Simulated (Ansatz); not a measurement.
Reaction (formal exchange of groups at the Se–In bond): `C[Se][InH][Cl]` + `[InH3]` → `C[Se][InH2]` + `[Cl][InH2]`

Program: Ansatz. Geometries: PBE0-D4/def2-TZVP. ΔE: electronic, gas phase. CBS: MP2 limit from def2 TZ/QZ plus the TZ coupled-cluster correction, frozen cores. Functionals use def2-TZVPP. def2 core potentials past Kr. For In, Se outer-core shells are correlated without core-valence functions, which leaves a few kJ/mol of doubt a bond. Scalar relativity is left out up to krypton. Each species was taken in one conformer, which may not be the lowest.

```
         level  ΔE (eV)
        PBE-D4    -0.06
    r2SCAN0-D4    -0.05
       ωB97X-V    -0.05
       ωB97M-V    -0.05
          PBE0    -0.08
       r2SCAN0    -0.06
     CAM-B3LYP    -0.07
CCSD/CBS(def2)    -0.06
```

Q: What does CCSD(T)/CBS give? (Estimate.)

A: Ansatz gave: -0.06 eV. The listed levels differ from it by 0.00, 0.01, 0.01, 0.01, -0.02, 0.00, -0.01, 0.00 eV.

Largest T1 diagnostic among the species: 0.014.

The D4 term adds +0.04 eV with B3LYP and +0.02 eV with PBE0; it sums over pairs of atoms, weighted by their polarisabilities, and B3LYP, whose exchange is more repulsive, gets the larger term. Leaving LDA and LC-ωPBE aside and taking each functional with its dispersion term where it has one, the values, not all of them listed here, spread over 0.03 eV, from B2PLYP to BHLYP-D4.

B3LYP here is the variant with VWN-RPA as its local correlation; programs differ in this.
